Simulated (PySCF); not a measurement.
## The halides of tungsten, WF₂ to WBr₂

Level: PBE0 in the def2-TZVP basis family, computed in PySCF with density fitting; scalar-relativistic core potentials for atoms from Rb on, none lighter, no spin–orbit coupling; open shells unrestricted.

Each entry is the lowest minimum that a search over a few typed start shapes (and spin states, where more than one is plausible) found, or that minimum re-optimised at the stated level; isomers with ligand–ligand bonds, or fragments after loss of a ligand pair, can lie lower.

```csv
molecule,2S+1,point group,mean bond to W (Å),distinct angles (°),atomisation (kJ/mol),highest ω (cm⁻¹)
WF₂,5,C2v,1.882,141,1096,670
WCl₂,5,C2v,2.267,141,879,398
WBr₂,?,?,?,?,?,?
```

Q: Fill in the row of WBr₂.

A: 2S+1: 5; point group: C2v; mean bond to W (Å): 2.414; distinct angles (°): 143; atomisation (kJ/mol): 782; highest ω (cm⁻¹): 283.

The bond lengthens at every step; the largest change, 0.385 Å, falls between WF₂ and WCl₂ among the members listed.

Spin–orbit coupling can matter for WF₂, WCl₂, WBr₂.

The shape of WBr₂ rests on a mode under 45 cm⁻¹ and is not firmly settled.

Left out of the table are members whose search was unfinished or whose lowest solution was spin-contaminated, unstable, very soft or bonded differently.

Open d and f shells are single-determinant solutions and may miss the true ground state.
